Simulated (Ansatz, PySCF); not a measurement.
System: C₄H₉N, charge 0, singlet. C4H9N (SMILES NC1CCC1).
B3LYP-D3(BJ)/def2-TZVP minimum from Ansatz (a program for electronic structure):
```
C
H 1 1.0993
N 1 1.4551 2 113.56
H 3 1.0149 1 110.51 2 -58.97
H 3 1.0149 4 106.76 1 -120.23
C 1 1.5449 2 109.58 3 132.19
H 6 1.0901 1 117.93 2 -29.91
H 6 1.0907 7 109.38 1 126.45
C 1 1.5449 2 109.58 3 -132.19
H 9 1.0901 1 117.93 2 29.91
H 9 1.0907 10 109.38 1 -126.45
C 9 1.5490 10 118.20 11 -129.09
H 12 1.0889 9 117.43 10 99.85
H 12 1.0904 13 108.60 9 128.33
```
Charge 0, spin multiplicity 1.

Quantity: enthalpy of formation at 298 K (by atomisation, with ideal-gas terms from PySCF's Hessian at B3LYP-D3(BJ)/def2-TZVP and the atoms' measured values of the G2/97 table; no spin-orbit terms), in kJ/mol. UHF or UKS for unpaired electrons; spin-orbit terms are left out. CBS(X,Y): correlation extrapolated as X^-3, Hartree-Fock from the larger set. The functionals are non-relativistic, so their misses hold any scalar relativity. Double hybrids freeze cores in their MP2 part. 'core' is core correlation in cc-pwCVTZ, 'X2C' scalar relativity in cc-pVTZ-DK, both at CCSD(T).

Measured: 9.8 kcal/mol, 41.2 kJ/mol (CRC Handbook, as tabulated in the package chemicals); atomic spin-orbit terms, which the calculations lack, would raise the computed values.

Task: What does PBE/def2-TZVPD (Ansatz) give here, and how do the other levels compare?

Result: PBE gives -56.4 kJ/mol, 97.6 kJ/mol below it. Errors of the others: r2SCAN/def2-TZVPD (Ansatz) 21.3; PBE0/def2-TZVPD (Ansatz) -18.9; wB97M-V/def2-TZVPD (Ansatz) -7.2; B2PLYP/def2-TZVPD (Ansatz) 81.8; CCSD(T)/CBS(cc-pVTZ,cc-pVQZ) + core + X2C (Ansatz) -0.1 kJ/mol. Nearer than PBE: r2SCAN/def2-TZVPD, PBE0/def2-TZVPD, wB97M-V/def2-TZVPD, B2PLYP/def2-TZVPD, CCSD(T)/CBS(cc-pVTZ,cc-pVQZ) + core + X2C.
